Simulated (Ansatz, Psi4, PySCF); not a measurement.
System: fluoro(trimethyl)silane, C₃H₉FSi, net charge 0, singlet state. SMILES: C[Si](C)(C)F
Structure (B3LYP-D3(BJ)/def2-TZVP (Ansatz, a quantum-chemistry and plane-wave program) minimum search):
```
Si
F 1 1.6195
C 1 1.8648 2 107.28
H 3 1.0920 1 111.15 2 -60.14
H 3 1.0920 4 107.97 1 -122.15
H 3 1.0929 4 107.83 5 -116.27
C 1 1.8648 2 107.28 3 -120.00
H 7 1.0920 1 111.15 2 -60.14
H 7 1.0920 8 107.97 1 -122.15
H 7 1.0929 8 107.83 9 -116.27
C 1 1.8648 2 107.28 3 120.00
H 11 1.0920 1 111.15 2 -60.14
H 11 1.0920 12 107.97 1 -122.15
H 11 1.0929 12 107.83 13 -116.27
```
Charge 0, spin multiplicity 1.

Property: vertical triplet-singlet gap, E(triplet) - E(singlet), in eV. Set-up: non-relativistic; frozen cores in correlated levels; six Cartesian d functions in 6-31G* and its kin unless marked 5d; UHF or UKS for open shells; 6-311+G** with 5d, 6d on Na to Ar in Ansatz; dispersion terms only where a functional's name holds one; each state is the SCF solution reached for its charge and spin; spin-orbit terms left out. Ab initio and DFT rows: single points at B3LYP-D3(BJ) geometries (Ansatz). Levels can end on unlike triplets.

| level | program | vertical triplet-singlet gap, E(triplet) - E(singlet) (eV) |
|---|---|---|
| HF/6-31G* | Ansatz | 9.61 |
| HF/6-311+G** | Ansatz | 7.81 |
| PBE/6-31G* | Ansatz | 8.02 |
| PBE/6-311+G** | Ansatz | 7.03 |
| B3LYP/STO-3G | Ansatz | 10.35 |
| B3LYP/3-21G | Ansatz | 8.99 |
| B3LYP/6-31G* | Ansatz | 8.59 |
| B3LYP/6-311+G** | Ansatz | 7.46 |
| M06-2X/6-31G* (5d) | PySCF | 9.03 |
| wB97X-D/6-31G* | Psi4 | 8.99 |
| MP2/6-31G* | Ansatz | 9.56 |
| MP2/6-311+G** | Ansatz | 8.13 |
| wB97M-V/def2-TZVPD | Ansatz | 8.11 |

No value to compare with is used here. The 12 habitual levels span 7.03 (PBE/6-311+G**) to 10.35 eV (B3LYP/STO-3G); wB97M-V/def2-TZVPD gives 8.11.

The levels are drawn from those run, B3LYP/6-31G* more often than the rest, none by its result; left out are runs that failed, that the program found above a lower state of the same kind, or whose <S^2> lies over 0.5 above the pure value.
